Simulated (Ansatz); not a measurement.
One change: `OCS[SiH2]S` becomes `[SiH3]S[SiH2]S`.

Ansatz, PBE0-D4/def2-TZVP geometries, multiplicity 1. Each molecule was computed in one conformer, which needn't be the lowest.

```tsv
property	`OCS[SiH2]S`
HOMO energy (ωB97M-V/def2-TZVPP) / eV	-9.54
size of the dipole moment (ωB97M-V/def2-TZVPP) / D	2.41
LUMO energy (ωB97M-V/def2-TZVPP) / eV	1.64
HOMO energy (B3LYP/def2-TZVPP) / eV	-7.13
HOMO–LUMO gap (PBE/def2-TZVPP) / eV	5.04
size of the dipole moment (B3LYP/def2-TZVPP) / D	2.40
```

(1) What does the change do to each property? (Estimate.)

Results:

(1) The calculation gave: 
```tsv
property	`[SiH3]S[SiH2]S`	shift
HOMO energy (ωB97M-V/def2-TZVPP) / eV	-9.65	-0.11
size of the dipole moment (ωB97M-V/def2-TZVPP) / D	1.23	-1.18
LUMO energy (ωB97M-V/def2-TZVPP) / eV	1.62	-0.02
HOMO energy (B3LYP/def2-TZVPP) / eV	-7.26	-0.13
HOMO–LUMO gap (PBE/def2-TZVPP) / eV	5.36	0.32
size of the dipole moment (B3LYP/def2-TZVPP) / D	1.23	-1.17
```

With PBE0 the HOMO falls by 0.15 eV and the LUMO rises by 0.08 eV, so the gap widens by about 0.23 eV. PBE moves the HOMO by -0.19 eV and ωB97M-V by -0.11 eV. Dipoles are sizes alone; their direction can turn.

B3LYP here is the variant with VWN-RPA as its local correlation; programs differ in this.
